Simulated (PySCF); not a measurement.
Ca(Cl)2 cation (CaCl₂), SMILES [Cl][Ca][Cl] (connectivity only; charge and spin as stated), charge +1, multiplicity 2. Atoms are numbered in the order given.

```xyz
3

Ca     0.0000     0.0000     1.3102
Cl     0.0000     1.3627    -0.7707
Cl     0.0000    -1.3627    -0.7707
```
Charge +1, spin multiplicity 2.

Geometry optimised at PBE-D3(BJ)/def2-TZVP. The spin state was assumed, not searched. The isomer is the one that the SMILES or the coordinates give; other isomers of the formula were not compared.

Method: TDA-PBE/def2-TZVPD (PySCF).

Vertical excitations. Gas-phase values at a fixed geometry.

Computed lowest excited states:
| state | energy (eV) | λ (nm) | f | main pairs |
|---|---|---|---|---|
| root 1 | 1.27 | 974 | 0.000 | β HOMO→LUMO 100 % |
| root 2 | 2.02 | 613 | 0.000 | β HOMO−2→LUMO 100 % |
| root 3 | 2.03 | 612 | 0.000 | β HOMO−1→LUMO 100 % |
| root 4 | 2.43 | 510 | 0.006 | β HOMO−3→LUMO 84 %, β HOMO−4→LUMO 15 % |
| root 5 | 4.07 | 305 | 0.171 | α HOMO→LUMO+3 9 %, α HOMO→LUMO 5 %, β HOMO−4→LUMO 61 % |
| root 6 | 4.26 | 291 | 0.004 | α HOMO→LUMO 94 % |
| root 7 | 4.44 | 279 | 0.000 | β HOMO→LUMO+1 99 % |
| root 8 | 4.64 | 267 | 0.000 | α HOMO−1→LUMO 99 % |
| root 9 | 4.99 | 248 | 0.000 | α HOMO→LUMO+1 99 % |
| root 10 | 5.00 | 248 | 0.000 | α HOMO→LUMO+2 100 % |
Unrestricted roots are not spin-pure.
